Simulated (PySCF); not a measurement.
**Partial charges of `COC[Si]([SiH3])([SiH3])C(C)=O`**

Species: C4H14O2Si3.
Atom-mapped SMILES: `[CH3:1][O:2][CH2:3][Si:4]([SiH3:5])([SiH3:6])[C:7]([CH3:8])=[O:9]` (hydrogens: H10, H11, H12 on C1; H13, H14 on C3; H15, H16, H17 on Si5; H18, H19, H20 on Si6; H21, H22, H23 on C8)

Geometry (GFN2-xTB, Å), atoms numbered from 1 in this order:
```
atom  x, y, z in Å
C1     2.8449   -0.1613   -1.1673
O2     1.4721   -0.1939   -0.8811
C3     1.1638   -0.0496    0.4940
Si4   -0.7411   -0.3491    0.5508
Si5   -1.5117   -0.4175    2.7540
Si6   -1.0033   -2.0458   -1.0371
C7    -1.5946    1.2029   -0.2221
C8    -0.7504    2.2717   -0.8580
O9    -2.8072    1.2576   -0.2024
H10    3.2950    0.7850   -0.8406
H11    2.9469   -0.2592   -2.2468
H12    3.3714   -0.9879   -0.6739
H13    1.7013   -0.8074    1.0804
H14    1.4996    0.9307    0.8574
H15   -0.9859    0.6560    3.6102
H16   -2.9685   -0.3283    2.8004
H17   -1.1377   -1.6736    3.4168
H18   -0.0166   -3.1105   -0.8206
H19   -2.3240   -2.6728   -0.9101
H20   -0.8705   -1.6011   -2.4265
H21   -0.2042    2.7902   -0.0709
H22   -1.3609    2.9867   -1.4057
H23   -0.0233    1.8042   -1.5178
```

Density: PBE0/pcSseg-1 (PySCF); schemes: Mulliken, IAO, Hirshfeld and ESP-fitted. One conformer (not necessarily the lowest) at the GFN2-xTB geometry, without solvent, vibrations or thermal averaging.

Question: Give the atomic charges in each scheme.

Answer: In e; atoms taken as equivalent share a row and are averaged (×n: the atom named and its like, n in all):

| atom | environment | Mulliken | IAO | Hirshfeld | ESP-fitted |
| --- | --- | --- | --- | --- | --- |
| C1 | methoxy carbon | -0.019 | -0.199 | -0.037 | -0.283 |
| O2 | ether oxygen | -0.538 | -0.391 | -0.120 | -0.167 |
| C3 | sp3 carbon bound to oxygen | -0.229 | -0.311 | -0.090 | -0.170 |
| Si4 | four-coordinate silicon | +0.160 | +0.392 | +0.195 | +0.013 |
| Si5/Si6 | SiH3 silicon | +0.316 | +0.314 | +0.212 | +0.232 |
| C7 | carbonyl carbon | -0.046 | +0.174 | +0.083 | +0.563 |
| C8 | methyl carbon next to a carbonyl | -0.259 | -0.475 | -0.130 | -0.476 |
| O9 | carbonyl oxygen | -0.348 | -0.400 | -0.230 | -0.484 |
| H10/H11/H12 | methyl hydrogen | +0.104 | +0.136 | +0.043 | +0.126 |
| H13/H14 | methylene hydrogen | +0.130 | +0.126 | +0.032 | +0.101 |
| H15 (×6) | Si–H hydrogen | -0.057 | -0.095 | -0.073 | -0.072 |
| H21/H22/H23 | methyl hydrogen | +0.140 | +0.164 | +0.050 | +0.131 |

Mean size of the charges over all atoms: IAO 0.204 e, ESP-fitted 0.175 e, Mulliken 0.155 e, Hirshfeld 0.091 e. Each set sums to the total charge, 0, to within 0.001 e. The Hirshfeld scheme divides the density at each point in proportion to the densities of the neutral, spherically averaged free atoms.

Some averages cover members that differ in this geometry: Si5/Si6, ESP-fitted +0.185 to +0.279; Si5/Si6, Mulliken +0.286 to +0.345; H15 (×6), ESP-fitted -0.092 to -0.048; H10/H11/H12, IAO +0.123 to +0.159 e.

Lowest charge. The schemes don't all agree: Mulliken O2 (-0.538); IAO C8 (-0.475); Hirshfeld O9 (-0.230); ESP-fitted O9 (-0.484).

Highest charge. The schemes don't all agree: Mulliken Si5/Si6 (+0.316); IAO Si4 (+0.392); Hirshfeld Si5/Si6 (+0.212); ESP-fitted C7 (+0.563).

Question: How many electrons does the IAO scheme count on C7?

Answer: Z − q = 6 − (+0.174) = 5.826.

Question: How closely do the schemes follow one another over all atoms?

Answer: Correlation coefficient and root-mean-square difference: IAO with Hirshfeld 0.93, 0.140 e; Mulliken with IAO 0.91, 0.099 e; Mulliken with Hirshfeld 0.86, 0.119 e; IAO with ESP-fitted 0.84, 0.133 e; Hirshfeld with ESP-fitted 0.77, 0.158 e; Mulliken with ESP-fitted 0.67, 0.173 e.

Question: Sum the charges by element.

Answer: 
```tsv
element	atoms	Mulliken	IAO	Hirshfeld	ESP-fitted
C	4	-0.554	-0.810	-0.174	-0.367
O	2	-0.886	-0.790	-0.349	-0.651
Si	3	+0.792	+1.020	+0.620	+0.477
H	14	+0.647	+0.580	-0.096	+0.541
```

The run behind these numbers computed NMR shieldings as well. The run took 62 s of wall time on an Arm Neoverse V2 with one thread, shared host, and the process peaked at 1.1 GiB of memory.
